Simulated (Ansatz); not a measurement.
`BC(=C)[O][InH2]` + `CBCl` → `C[B](Cl)[InH2]` + `BC(=C)O` at 400 K and 1 bar (formal exchange of groups at the In–O bond).

Program: Ansatz. Geometries: PBE0-D4/def2-TZVP. ΔE: electronic, gas phase. CBS: MP2 limit from def2 TZ/QZ plus the TZ coupled-cluster correction, frozen cores. Elements past krypton have def2 core potentials. For In outer-core shells are correlated without core-valence functions, which leaves a few kJ/mol of doubt a bond. Each species was taken in one conformer, which may not be the lowest.

```json
{"species": "`BC(=C)[O][InH2]`", "CCSD(T)/CBS energy (Eh)": "-369.43973", "H − E (kJ/mol)": "216.7", "S (J/(mol·K))": "410.4"}
{"species": "`CBCl`", "CCSD(T)/CBS energy (Eh)": "-525.07110", "H − E (kJ/mol)": "152.0", "S (J/(mol·K))": "307.7"}
{"species": "`C[B](Cl)[InH2]`", "CCSD(T)/CBS energy (Eh)": "-715.45322", "H − E (kJ/mol)": "172.0", "S (J/(mol·K))": "401.9"}
{"species": "`BC(=C)O`", "CCSD(T)/CBS energy (Eh)": "-179.03550", "H − E (kJ/mol)": "202.8", "S (J/(mol·K))": "314.2"}
```

H − E and S are ideal-gas, rigid-rotor, harmonic terms from PBE0-D4/def2-TZVP, for one conformer and one mirror image of each species. 1 Eh = 2625.50 kJ/mol, R = 8.31446 J/(mol·K).

Question: By hand: ΔE, ΔH, ΔS and ΔG.

Answer: ΔE = (-715.45322) + (-179.03550) − (-369.43973) − (-525.07110) = 0.02211 Eh = 58.0 kJ/mol. Δ(H − E) = 172.0 + 202.8 − 216.7 − 152.0 = 6.1, so ΔH = 64.1 kJ/mol. ΔS = 401.9 + 314.2 − 410.4 − 307.7 = -2.0 J/(mol·K). ΔG = 64.1 − 400 × (-2.0)/1000 = 64.9 kJ/mol.

Question: By hand: the equilibrium constant, and the temperature at which ΔG would vanish if ΔH and ΔS stayed fixed.

Answer: log₁₀ K = −ΔG/(RT ln 10) = -8.5. ΔH and −TΔS have one sign here, so there is no such temperature. One of them is within its doubt of zero, so this could turn.

The number of gas molecules stays the same, so ΔS is small and ΔH decides. A doubt of 5 kJ/mol in ΔE shifts log₁₀ K by 0.7 here. Other conformers and mirror images would add mixing entropy, several J/(mol·K) or more a flexible species. Modes under 60 cm⁻¹, often nearly free rotors, make the harmonic entropy too high. These are equilibria of isolated gas molecules and say nothing of rates. Largest T1 diagnostic: 0.017 (customary marks: 0.02 for closed shells, 0.045 for open ones).
